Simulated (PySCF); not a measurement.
SMILES Fc1ccsc1-c1c(F)cccc1F (C₁₀H₅F₃S), GFN2-xTB optimised geometry.

```
19

F     -1.07     2.46     0.00
C      0.18     1.98     0.00
C      1.25     2.90     0.00
C      2.45     2.28     0.00
S      2.29     0.58     0.00
C      0.55     0.65     0.00
C     -0.23    -0.58     0.00
C      0.38    -1.84     0.00
F      1.73    -1.92     0.00
C     -0.30    -3.04     0.00
C     -1.68    -3.04     0.00
C     -2.35    -1.83     0.00
C     -1.64    -0.64     0.00
F     -2.38     0.48     0.00
H      1.09     3.96     0.00
H      3.43     2.72     0.00
H      0.27    -3.95     0.00
H     -2.23    -3.96     0.00
H     -3.43    -1.77     0.00
```

Density from PBE0/def2-SVP (PySCF) at that geometry.

Minimum of the electron density along straight lines between bonded atoms, close to the bond critical point (lines longer than 1.1 times the sum of covalent radii, or with two minima, are not listed):

```json
[
 {"bond": "F1–C2", "length / Å": "1.336", "ρ at the minimum / e bohr⁻³": "0.261", "∇²ρ there / e bohr⁻⁵": "0.17", "position (fraction from the first atom)": "0.67"},
 {"bond": "C2–C3", "length / Å": "1.409", "ρ at the minimum / e bohr⁻³": "0.303", "∇²ρ there / e bohr⁻⁵": "-0.77", "position (fraction from the first atom)": "0.52"},
 {"bond": "C3–C4", "length / Å": "1.356", "ρ at the minimum / e bohr⁻³": "0.324", "∇²ρ there / e bohr⁻⁵": "-0.82", "position (fraction from the first atom)": "0.49"},
 {"bond": "C4–S5", "length / Å": "1.707", "ρ at the minimum / e bohr⁻³": "0.223", "∇²ρ there / e bohr⁻⁵": "-0.52", "position (fraction from the first atom)": "0.48"},
 {"bond": "C2–C6", "length / Å": "1.380", "ρ at the minimum / e bohr⁻³": "0.312", "∇²ρ there / e bohr⁻⁵": "-0.76", "position (fraction from the first atom)": "0.50"},
 {"bond": "S5–C6", "length / Å": "1.749", "ρ at the minimum / e bohr⁻³": "0.205", "∇²ρ there / e bohr⁻⁵": "-0.42", "position (fraction from the first atom)": "0.53"},
 {"bond": "C6–C7", "length / Å": "1.455", "ρ at the minimum / e bohr⁻³": "0.268", "∇²ρ there / e bohr⁻⁵": "-0.62", "position (fraction from the first atom)": "0.50"},
 {"bond": "C7–C8", "length / Å": "1.406", "ρ at the minimum / e bohr⁻³": "0.303", "∇²ρ there / e bohr⁻⁵": "-0.75", "position (fraction from the first atom)": "0.49"},
 {"bond": "C8–F9", "length / Å": "1.349", "ρ at the minimum / e bohr⁻³": "0.252", "∇²ρ there / e bohr⁻⁵": "0.14", "position (fraction from the first atom)": "0.33"},
 {"bond": "C8–C10", "length / Å": "1.380", "ρ at the minimum / e bohr⁻³": "0.318", "∇²ρ there / e bohr⁻⁵": "-0.84", "position (fraction from the first atom)": "0.52"},
 {"bond": "C10–C11", "length / Å": "1.382", "ρ at the minimum / e bohr⁻³": "0.312", "∇²ρ there / e bohr⁻⁵": "-0.79", "position (fraction from the first atom)": "0.50"},
 {"bond": "C11–C12", "length / Å": "1.381", "ρ at the minimum / e bohr⁻³": "0.313", "∇²ρ there / e bohr⁻⁵": "-0.80", "position (fraction from the first atom)": "0.50"},
 {"bond": "C7–C13", "length / Å": "1.405", "ρ at the minimum / e bohr⁻³": "0.302", "∇²ρ there / e bohr⁻⁵": "-0.75", "position (fraction from the first atom)": "0.49"},
 {"bond": "C12–C13", "length / Å": "1.383", "ρ at the minimum / e bohr⁻³": "0.317", "∇²ρ there / e bohr⁻⁵": "-0.84", "position (fraction from the first atom)": "0.48"},
 {"bond": "C13–F14", "length / Å": "1.339", "ρ at the minimum / e bohr⁻³": "0.260", "∇²ρ there / e bohr⁻⁵": "0.12", "position (fraction from the first atom)": "0.33"},
 {"bond": "C3–H15", "length / Å": "1.074", "ρ at the minimum / e bohr⁻³": "0.284", "∇²ρ there / e bohr⁻⁵": "-1.10", "position (fraction from the first atom)": "0.64"},
 {"bond": "C4–H16", "length / Å": "1.071", "ρ at the minimum / e bohr⁻³": "0.286", "∇²ρ there / e bohr⁻⁵": "-1.13", "position (fraction from the first atom)": "0.64"},
 {"bond": "C10–H17", "length / Å": "1.078", "ρ at the minimum / e bohr⁻³": "0.283", "∇²ρ there / e bohr⁻⁵": "-1.09", "position (fraction from the first atom)": "0.64"},
 {"bond": "C11–H18", "length / Å": "1.078", "ρ at the minimum / e bohr⁻³": "0.285", "∇²ρ there / e bohr⁻⁵": "-1.10", "position (fraction from the first atom)": "0.64"},
 {"bond": "C12–H19", "length / Å": "1.078", "ρ at the minimum / e bohr⁻³": "0.283", "∇²ρ there / e bohr⁻⁵": "-1.09", "position (fraction from the first atom)": "0.64"}
]
```
